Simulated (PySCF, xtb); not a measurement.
CH2ClFO2Si, SMILES Cl[Si@H](F)OC=O.

GFN2-xTB (xtb) at its own geometry gives an orbital gap of 4.71 eV and a dipole moment of 2.91 D.

Geometry optimised at B3LYP-D3(BJ)/def2-SVP. The structure was generated by enumeration; whether it is a known compound was not checked. One conformer was computed; it need not be the lowest.

Task: What does ωB97X/def2-TZVP run with PySCF give? (Estimate from the structure and the level; the computed values follow.)

Result: gap 12.81 eV (levels -11.30 and 1.51 eV), dipole 2.75 D.
